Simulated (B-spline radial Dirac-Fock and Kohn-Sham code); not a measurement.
Z = 36 (krypton), transition energy 100 keV. Model: a Dirac-Hartree-Slater potential of the neutral atom with a Latter tail (no hole, which puts coefficients of high multipoles low close above an edge), finite nucleus with surface currents. Program: a radial finite-basis atomic code. Subshells that would emit electrons below 1 keV are left out.

Problem. A pure transition shows α(K) = 49.2, L1/L2 = 0.318 and L1/L3 = 0.264. What is its multipolarity?
A. M2
B. M1
C. E2
D. M3
E. M4
F. E3
G. E4
H. E1

Solution. G. For comparison, α(K), L1/L2, L1/L3 are E1 0.0803, 18.6, 11.4; E2 0.788, 3.60, 2.63; E3 6.36, 0.909, 0.726; M1 0.115, 20.6, 55.7; M2 1.16, 11.1, 11.4; M3 10.5, 6.96, 3.19; M4 94.9, 4.91, 1.46.

Values without a named source are computed, but for edge energies of neutral atoms, which are taken from tables.
